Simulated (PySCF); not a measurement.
**Two-component Hartree-Fock for Ni²⁰⁺ (nickel, charge +20)**

Start: [He] 2s2 2p4; 2p1/2 filled at m_j = -1/2, +1/2; 2p3/2 filled at m_j = +1/2, +3/2. Calculated with PySCF 2.14 in an even-tempered Gaussian basis (18 s from 5.1 bohr⁻², ratio 2.4; 11 p from 6.6 bohr⁻², ratio 2.4; 5 d from 27 bohr⁻², ratio 2.6; 5 f from 41 bohr⁻², ratio 2.6): generalised Hartree-Fock with the X2C-1e Hamiltonian and a Gaussian nucleus; one run each with spin-orbit coupling (SO) switched off, then screened by Boettger's factors.

```json
{"spinor shell": "1s1/2", "electrons": "2", "ε, spin-free (eV)": "-9374.2", "ε, screened SO (eV)": "-9373.1", "weight of nominal j (screened SO)": "1.000", "rms radius, screened SO (bohr)": "0.0622"}
{"spinor shell": "2s1/2", "electrons": "2", "ε, spin-free (eV)": "-1883.0", "ε, screened SO (eV)": "-1882.7", "weight of nominal j (screened SO)": "1.000", "rms radius, screened SO (bohr)": "0.253"}
{"spinor shell": "2p1/2", "electrons": "2", "ε, spin-free (eV)": "-1771.8", "ε, screened SO (eV)": "-1783.6", "weight of nominal j (screened SO)": "0.800", "rms radius, screened SO (bohr)": "0.223"}
{"spinor shell": "2p3/2", "electrons": "2", "ε, spin-free (eV)": "-1771.8", "ε, screened SO (eV)": "-1763.7", "weight of nominal j (screened SO)": "0.832", "rms radius, screened SO (bohr)": "0.225"}
```

| quantity | spin-free | screened SO |
| --- | --- | --- |
| E (hartree) | -1232.53660 | -1232.91667 |
| M_J | 2 | 2 |
| ⟨J²⟩ | 6.000 | 6.000 |
| ⟨L²⟩ | 2.000 | 2.505 |
| ⟨S²⟩ | 2.000 | 1.748 |

Each row is a mean over spinors that exchange with the open shell spreads, by up to 37.372 eV (2s1/2).

Rows whose weight is well below 1 are mixtures of j = l ± 1/2: exchange outweighs spin-orbit coupling there, and the label is only the starting occupation.

Without spin-orbit coupling the j labels of p, d and f shells carry no meaning; the spin-free column gives the mean over the occupied spinors of each nl shell.
